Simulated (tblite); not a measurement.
C₃H₉ClSi₃.
SMILES with atom numbers: `[CH2:1]=[C:2]1[CH2:3][Si@@H:4]([SiH3:5])[Si@@H:6]1[Cl:7]` (hydrogens: H8, H9 on C1; H10, H11 on C3; H12 on Si4; H13, H14, H15 on Si5; H16 on Si6)

Computed geometry: GFN2-xTB, gas phase.

Q: Give the optimised bond lengths and angles.

A: 
| bond | length (pm) | order |
| --- | --- | --- |
| C1=C2 | 132.2 | double |
| C2–C3 | 151.5 | single |
| C3–Si4 | 193.7 | single |
| Si4–Si5 | 231.3 | single |
| Si4–Si6 | 234.7 | single |
| Si6–Cl7 | 203.4 | single |
| C2–Si6 | 190.5 | single |
| C1–H8 | 108.1 | single |
| C1–H9 | 107.8 | single |
| C3–H10 | 109.2 | single |
| C3–H11 | 108.9 | single |
| Si4–H12 | 148.0 | single |
| Si5–H13, Si5–H14, Si5–H15 | 146.5 | single |
| Si6–H16 | 146.7 | single |

Bonds in one row agree within 1 pm and their mean is given. Orders are formal, as drawn. A selection of angles:
| angle | degrees |
| --- | --- |
| C2–C1–H8 | 122.4 |
| C2–C1–H9 | 121.7 |
| H8–C1–H9 | 115.9 |
| C1–C2–C3 | 124.9 |
| C1–C2–Si6 | 130.9 |
| C3–C2–Si6 | 103.9 |
| C2–C3–Si4 | 100.0 |
| C2–C3–H10 | 109.6 |
| C2–C3–H11 | 111.9 |
| Si4–C3–H10 | 112.1 |
| Si4–C3–H11 | 116.8 |
| H10–C3–H11 | 106.3 |
| C3–Si4–Si5 | 115.9 |
| C3–Si4–Si6 | 77.6 |
| C3–Si4–H12 | 107.4 |
| Si5–Si4–Si6 | 125.8 |
| Si5–Si4–H12 | 111.4 |
| Si6–Si4–H12 | 113.3 |
| Si4–Si5–H13 | 112.3 |
| Si4–Si5–H14 | 113.6 |
| Si4–Si5–H15 | 110.3 |
| H13–Si5–H14 | 106.6 |
| Si4–Si6–Cl7 | 123.2 |
| Si4–Si6–H16 | 122.9 |
| Cl7–Si6–H16 | 104.5 |
| C2–Si6–Si4 | 76.6 |
| C2–Si6–Cl7 | 113.7 |
| C2–Si6–H16 | 113.0 |

Dihedral angles: C1–C2–C3–Si4 -163° (antiperiplanar); C2–C3–Si4–Si5 -134° (anticlinal); C3–Si4–Si6–Cl7 118° (anticlinal); C1–C2–Si6–Si4 164° (antiperiplanar).

The 2 Si–Si bonds span 2.313 Å (Si4–Si5, drawn single) to 2.347 Å (Si4–Si6, drawn single), a spread of 0.034 Å. Si6 (chlorine-bound silicon) has angles from 76.6° to 123.2°. The 4-membered ring C2–C3–Si4–Si6 has internal angles of 76.6° to 103.9°; it is puckered, 0.08 Å rms from its mean plane, widest ring torsion 12°. The C–Si distances run from 1.905 Å (C2–Si6, drawn single) to 1.937 Å (C3–Si4, drawn single), a spread of 0.032 Å. Si5 (SiH3 silicon) is distorted tetrahedral (angles from 106.6° to 113.6°). The C–C distances run from 1.322 Å (C1=C2, drawn double) to 1.515 Å (C2–C3, drawn single), a spread of 0.193 Å. Si4 (SiH silicon) has angles from 77.6° to 125.8°.

Point group: C1 (no symmetry element, even within 0.4 Å). Its lowest GFN2-xTB frequency is 13 cm⁻¹, too small to tell a flat minimum from a shallow saddle. The numbers are those of one conformer. 2 starts were optimised and ended at 0.00 and 0.04 kcal/mol (GFN2-xTB); the lowest of these is shown.
